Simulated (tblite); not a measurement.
Species: C₉H₁₀O₂S.
Structure used (GFN2-xTB), in Å, numbered top down from 1:
```xyz
22
C9H10O2S angstrom
C     -2.568    0.273   -1.163
S     -2.307   -0.432    0.494
O     -2.772   -1.793    0.481
O     -2.877    0.465    1.465
C     -0.509   -0.422    0.652
C      0.024    0.391    1.552
C      1.451    0.492    1.858
C      2.407    0.737    0.969
C      2.217    1.007   -0.460
C      1.654    0.209   -1.360
C      1.075   -1.115   -1.115
C      0.129   -1.393   -0.223
H     -2.076   -0.373   -1.878
H     -3.634    0.312   -1.349
H     -2.142    1.267   -1.165
H     -0.652    0.986    2.154
H      1.698    0.398    2.908
H      3.431    0.843    1.309
H      2.659    1.941   -0.791
H      1.655    0.508   -2.402
H      1.427   -1.897   -1.778
H     -0.298   -2.385   -0.159
```

The geometry is computed with GFN2-xTB (gas phase).

Take the most abundant isotopes and a rigid rotor. The values belong to one conformer with, in the numbering `[CH3:1][S:2](=[O:3])(=[O:4])[C:5]1=[CH:6]/[CH:7]=[CH:8]\[CH:9]=[CH:10]/[CH:11]=[CH:12]\1`, C1–S2–C5–C6 113°, C5–C6–C7–C8 55°, C7–C8–C9–C10 -60°, C9–C10–C11–C12 55°, S2–C5–C12–C11 125°.

Task: What are A, B and C (GHz)?

Result: Ia = 316.96, Ib = 836.28, Ic = 956.69 u·Å²; 505379 MHz·u·Å²/I gives 1594, 604.3 and 528.3 MHz, that is A = 1.5945, B = 0.6043, C = 0.5283 GHz.

Task: What kind of rotor is it?

Result: An asymmetric top: κ = (2 × 604.3 − 1594 − 528.3)/(1594 − 528.3) = -0.86.

Task: Is it planar, by Δ = Ic − Ia − Ib?

Result: Not planar: Δ = Ic − Ia − Ib = -196.55 u·Å². For a rigid frame Δ = −2 Σ m c², so Σ m c² = 98.28 u·Å² lies off the ab plane: 18.75 from hydrogen and 79.53 from heavier atoms. The atom farthest from that plane is 2.17 Å away.

Task: Where do the levels up to J = 4 lie, in MHz?

Result: Above 0(0,0):
J = 1: 1(0,1) 1133, 1(1,1) 2123, 1(1,0) 2199
J = 2: 2(0,2) 3393, 2(1,2) 4312, 2(1,1) 4540, 2(2,1) 7510, 2(2,0) 7515
J = 3: 3(0,3) 6774, 3(1,3) 7593, 3(1,2) 8049, 3(2,2) 10908, 3(2,1) 10929, 3(3,1) 16052, 3(3,0) 16052
J = 4: 4(0,4) 11263, 4(1,4) 11963, 4(1,3) 12723, 4(2,3) 15435, 4(2,2) 15498, 4(3,2) 20590, 4(3,1) 20591, 4(4,1) 27780, 4(4,0) 27780

Task: Estimate the classical rotational partition function at 50 K, 100 K and 298.15 K.

Result: Point group C1, symmetry number σ = 1; q = (√π/σ)·√((kT/h)³/(ABC)), k/h = 20836.6 MHz/K: 83500 at 50 K, 236000 at 100 K, 1220000 at 298.15 K.

Its GFN2-xTB frequencies are all real (lowest 34 cm⁻¹). Zero-point vibration and centrifugal distortion are left out.
